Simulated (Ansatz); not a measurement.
Species: H₃BO₃, SMILES `OB(O)O` (charge 0, multiplicity 1).

Question: Give a relaxed geometry from PBE0-D3(BJ)/def2-TZVP run with Ansatz (a first-principles code).

Answer: This is not unique; one that fits is the end point of this relaxation, one of several conformers (outside a Z-matrix the atoms follow the SMILES, hydrogens last).
Bonded distances (Å): O1–B2 1.376, O1–H5 0.957, B2–O3 1.360, B2–O4 1.367, O3–H6 0.959, O4–H7 0.957. Bond angles (°): B2–O1–H5 115.8, O1–B2–O3 118.3, O1–B2–O4 125.2, O3–B2–O4 116.5, B2–O3–H6 111.6, B2–O4–H7 115.3.
